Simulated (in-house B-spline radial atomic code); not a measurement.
Configurations of Si VI (Si5+), with energies counted from [He] 2s2 2p5. Level of theory: scalar-relativistic (X2C) B3LYP, spin-polarised, spherical fractional occupations, Fermi nucleus of rms radius 3.1224 fm; calculated with a radial B-spline atomic code at the basis-set limit. Shells without spins written out take the highest spin.

Caution: exact exchange at fractional occupations of open shells leaves self-interaction of up to several eV.

Occupations are held fixed; configurations that lie above the ionisation limit could autoionise.

```json
{"configuration": "[He] 2s2 2p4 3s1", "E - E(ref) (eV)": "122.84", "highest orbital": "3s up", "its <r> (bohr)": "1.506"}
{"configuration": "[He] 2s2 2p(2 up, 2 down) 3s(0 up, 1 down)", "E - E(ref) (eV)": "130.55", "highest orbital": "3s down", "its <r> (bohr)": "1.513"}
{"configuration": "[He] 2s2 2p4 3p1", "E - E(ref) (eV)": "134.18", "highest orbital": "3p up", "its <r> (bohr)": "1.571"}
{"configuration": "[He] 2s1 2p5 3s1", "E - E(ref) (eV)": "164.93", "highest orbital": "3s up", "its <r> (bohr)": "1.509"}
```

Order these further configurations by energy, lowest first.
A. [He] 2s2 2p(1 up, 3 down) 3d(1 up, 0 down)
B. [He] 2s2 2p4 3d1
C. [He] 2s(1 up, 0 down) 2p(3 up, 2 down) 3d(1 up, 0 down)
D. [He] 2s1 2p5 3p1
E. [He] 2s(1 up, 0 down) 2p6

E (41.483 eV), B (148.37 eV), A (149.12 eV), D (176.36 eV), C (190.29 eV).
